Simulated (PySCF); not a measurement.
Polarisability and C₆ of Sn (tin, neutral)

[Kr] 4d10 5s2 5p2, high-spin 3P determinant. Calculation: PySCF 2.14, in aug-cc-pwCVQZ-PP with ECP28MDF; scalar relativity through the core potential. Coupled (time-dependent) response in atomic units; α is the mean over directions.

| method | mean α (bohr³) | α xx, yy, zz | C₆ (like pair) | S(−4) |
| --- | --- | --- | --- | --- |
| UHF | 57.17 | 47.07, 62.23, 62.23 | 637.0 | 1130 |

S(−4) is the Cauchy moment in α(ω) = α(0) + S(−4) ω² + …

Reference α: 53 ± 6 bohr³ (recommended; Schwerdtfeger and Nagle, table of static dipole polarizabilities (2023 update)). Published C₆: 659.0 (Chu and Dalgarno (2004); Tang, Norbeck and Certain (1976)).

Spin-orbit coupling is absent.

α(iu) at UHF:

| u (hartree) | α(iu) (bohr³) |
| --- | --- |
| 0 | 57.17 |
| 0.0500 | 54.53 |
| 0.100 | 48.20 |
| 0.200 | 34.24 |
| 0.300 | 24.11 |
| 0.500 | 13.41 |
| 0.750 | 7.915 |
| 1.00 | 5.423 |
| 1.50 | 3.213 |
| 2.00 | 2.215 |
| 3.00 | 1.275 |
| 5.00 | 0.5844 |

A single London oscillator, α(iu) = α/(1 + u²/ω²), gives C₆ = (3/4) ω α². Matching the computed C₆ needs ω = 4 × 637.0 / (3 × 57.17²) = 0.260 hartree.

The components differ because the open shell of this determinant is not spherical; for a pure term their mean is the scalar polarisability.

Energies and moments cover only the electrons outside the core potential.
